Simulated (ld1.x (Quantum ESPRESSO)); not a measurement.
S, TM: configuration errors across variants

- Element: sulfur (S)
- Generator: ld1.x (Quantum ESPRESSO) 7.5
- Type: norm-conserving Troullier–Martins (Kleinman–Bylander form)
- Functional: BLYP
- Relativity: scalar-relativistic
- Frozen core: [Ne]
- Valence charge: 6
- Reference configuration: 3s2 3p3.5 (charge +0.5)
- Partial waves: 3p (bound): rc 1.15 bohr; 3d channel at 0.5 Ry: rc 1.20 bohr; 3s (bound): rc 1.35 bohr
- Local potential: the s channel
- Core correction: none

All-electron excitation energies from the reference (eV): (1) 3s2 3p4 -4.586; (2) 3s2 3p3 7.033; (3) 3s2 3p2 29.170; (4) 3s0 3p6 16.174; (5) 3s2 3p4.3 -6.253; (6) 3s1 3p5 5.730; (7) 3s2 3p0 109.859.

Errors AE − PS in meV (a dash: test not solved or not reliable):

| change | (1) | (2) | (3) | (4) | (5) | (6) | (7) | bound ghosts |
| --- | --- | --- | --- | --- | --- | --- | --- | --- |
| base | +1.2 | +1.2 | +20 | +43 | +2.4 | +10 | +263 | none |
| wave 3p (bound): rc 1.15 bohr becomes 3p (bound): rc 0.74 bohr | +1.1 | +2.1 | +25 | -191 | +2.5 | -9.9 | +497 | not determined |
| wave 3p (bound): rc 1.15 bohr becomes 3p (bound): rc 0.84 bohr | +1.2 | +2.0 | +26 | +38 | +2.6 | +17 | +409 | none |
| wave 3p (bound): rc 1.15 bohr becomes 3p (bound): rc 0.96 bohr | +1.2 | +1.7 | +24 | +84 | +2.5 | +23 | +366 | none |
| wave 3p (bound): rc 1.15 bohr becomes 3p (bound): rc 1.08 bohr | +1.2 | +1.4 | +22 | +74 | +2.4 | +19 | +294 | none |
| wave 3p (bound): rc 1.15 bohr becomes 3p (bound): rc 1.20 bohr | +1.2 | +1.1 | +20 | +19 | +2.3 | +4.9 | +257 | none |
| wave 3p (bound): rc 1.15 bohr becomes 3p (bound): rc 1.38 bohr | +1.2 | +1.0 | +19 | +0.6 | +2.3 | +1.1 | +270 | none |
| wave 3p (bound): rc 1.15 bohr becomes 3p (bound): rc 1.54 bohr | +1.2 | +1.0 | +19 | -2.4 | +2.3 | +0.5 | +277 | none |
| wave 3p (bound): rc 1.15 bohr becomes 3p (bound): rc 1.62 bohr | +1.2 | +0.9 | +19 | -2.6 | +2.3 | +0.5 | +278 | none |
| wave 3p (bound): rc 1.15 bohr becomes 3p (bound): rc 1.74 bohr | +1.2 | +0.9 | +19 | -1.6 | +2.3 | +0.7 | +274 | none |

Problem. Give the same row for: wave 3p (bound): rc 1.15 bohr becomes 3p (bound): rc 1.32 bohr.

Solution. +1.2, +1.0, +19, +3.7, +2.3, +1.7, +265; bound ghosts: none.
